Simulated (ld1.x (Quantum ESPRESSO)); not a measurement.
# Cutoff test, Mo, RRKJ

ld1.x (Quantum ESPRESSO) 7.5 input, shortened:

```
&input
   title='Mo', zed=42., rel=1, dft='PBESOL', iswitch=3,
   config='[Kr] 4d5 5s0.5 5p0.5'
 /
 &inputp
   pseudotype=2, tm=.false., rho0=0.005, lloc=2,
   nlcc=.true.
 /
3
5S  1  0   0.50   0.00  3.00  3.00  0.0
4P  2  1   6.00   0.00  2.00  2.00  0.0
4D  3  2   5.00   0.00  2.10  2.10  0.0
 &test
   configts(1)='4p6 4d5 5s0.5 5p0.5'
 /
```

Occupied shells without a wave of their own: 5p. They enter only through the test configuration that unscreens the potential, and ld1.x also counts them in the model core charge.

The pseudo-atom Hamiltonian at the reference potential is diagonalised in spherical Bessel functions j_l(qr) that vanish at 20 bohr, with q² up to the cutoff. All-electron valence levels (Ry): 5s -0.3378, 4p -2.8789, 5p -0.1032, 4d -0.3258.

**Question.** How do the lowest levels (Ry) of each channel move with the cutoff, and are there ghosts?

**Answer.**

```csv
cutoff (Ry),s #1,s #2,p #1,p #2,d #1,f #1,Σ f·Δε (mRy)
8,-1.3409,-0.2701,-2.2460,-0.0704,-0.0231,0.0871,5361.9
12,-2.7849,-0.3280,-2.6797,-0.0899,-0.1156,0.0871,2258.5
21,-3.5822,-0.3377,-2.8715,-0.1023,-0.2769,0.0871,290.2
30,-3.6319,-0.3378,-2.8789,-0.1036,-0.3179,0.0871,40.1
45,-3.6347,-0.3378,-2.8789,-0.1037,-0.3258,0.0871,0.4
55,-3.6353,-0.3378,-2.8789,-0.1037,-0.3258,0.0871,0.3
400,-3.6357,-0.3378,-2.8790,-0.1037,-0.3258,0.0871,0.0
```

Result: ghost state, extra bound levels that the all-electron valence spectrum of the same l lacks: s at -49.5 eV (a true bound ghost makes a file unfit for plane-wave use); 10 mRy is reached at 35 Ry and 1 mRy at 45 Ry.

Note: ghost state, extra bound levels that the all-electron valence spectrum of the same l lacks: s at -49.5 eV. A true bound ghost makes a file unfit for plane-wave use. ld1.x takes every shell without a wave as core, so the model core holds the 5p electrons as well and exchange and correlation see them twice. This cancels in the reference configuration, but the file is broken for other ones, and its errors say nothing about a proper core correction. Its largest configuration-test error is -404 meV.
